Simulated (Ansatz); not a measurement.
Coupled-cluster run, `C[CH2][Ga][NH2]` radical.

```yaml
crystal:
  periodic: [false, false, false]
  atoms:
    - {symbol: C, position_ang: [-0.726655, 1.054763, 0.222040]}
    - {symbol: C, position_ang: [-0.388597, -0.067026, 1.192897]}
    - {symbol: Ga, position_ang: [0.775711, -1.478736, 0.351434]}
    - {symbol: N, position_ang: [1.240008, -1.183639, -1.399590]}
    - {symbol: H, position_ang: [-1.267616, 0.684782, -0.653026]}
    - {symbol: H, position_ang: [-1.358082, 1.816572, 0.692334]}
    - {symbol: H, position_ang: [0.171487, 1.561650, -0.140880]}
    - {symbol: H, position_ang: [-1.287534, -0.568016, 1.562493]}
    - {symbol: H, position_ang: [0.143100, 0.305271, 2.072980]}
    - {symbol: H, position_ang: [0.947950, -0.380390, -1.934830]}
    - {symbol: H, position_ang: [1.815628, -1.802232, -1.945253]}
basis:
  gaussian: {orbitals: def2-TZVPP}
magnetization: {spin_polarized: true, initial_magnetization: 1}
correlation: {method: ccsd_t}
scf: {omitted_lower_state_checks: [cluster_reference]}
```

```sh
$ ansatz run in.yaml --threads 2 --pin off --events-out ev --progress --plain --max-ram 31744MiB --backend cuda --devices 0, --max-vram 18GiB
```

Output of Ansatz, abridged:

```
Functional definition: HF
1419 factors; integrals over basis functions are off by at most 1.0e-3 eV
mean field evaluation 1: about -55983.2142 eV, gradient 3.3e1 eV
mean field evaluation 2: about -55983.2180 eV, gradient 3.3e1 eV
mean field evaluation 4: about -55988.7595 eV, gradient 3.4e0 eV
mean field evaluation 8: about -55988.9216 eV, gradient 2.8e-1 eV
mean field -55988.92446125 eV, -2057.5550232950 hartree, gradient 2.8e-6 eV, S^2 0.758721; 0 other end points of the search recorded, 0 dependent functions left out
12 core orbitals not correlated: weight in the atoms' cores, before any rotation towards them, 1.000 or more for the frozen orbitals, at most 0.000 for the correlated occupied ones
reference -55988.92446125 eV, -2057.5550232950 hartree; 17, 16 occupied and 210, 211 virtual orbitals, 1419 factors
second order -21.27364662 eV of doubles, -0.00000000 eV of singles
cycle   1  -21.32511719 eV  change   -5.1e-2 eV  update   1.1e-1
cycle   2  -21.91909937 eV  change   -5.9e-1 eV  update   3.3e-2
cycle   3  -22.04250904 eV  change   -1.2e-1 eV  update   1.8e-2
cycle   4  -22.03562304 eV  change    6.9e-3 eV  update   5.7e-3
cycle   5  -22.03422850 eV  change    1.4e-3 eV  update   3.0e-3
cycle   6  -22.03379107 eV  change    4.4e-4 eV  update   1.1e-3
cycle   7  -22.03397591 eV  change   -1.8e-4 eV  update   4.9e-4
cycle   8  -22.03403603 eV  change   -6.0e-5 eV  update   2.2e-4
cycle   9  -22.03405842 eV  change   -2.2e-5 eV  update   9.3e-5
cycle  10  -22.03401813 eV  change    4.0e-5 eV  update   3.9e-5
perturbative correction -0.89654117 eV, -0.0329472803 hartree
Total energy: -56011.85502055 eV, -2058.3977058062 hartree
Checks for a lower state left out: cluster_reference
```

Hardware: 2 threads of an AMD EPYC 7R13 on a shared host and a share of an NVIDIA H100 80 GB. Wall time 11 s, peak host memory 1.1 GiB.

MP2 recovers 92.8 % of the CCSD(T) correlation energy and the triples give 3.9 %; T1 = 0.0139.
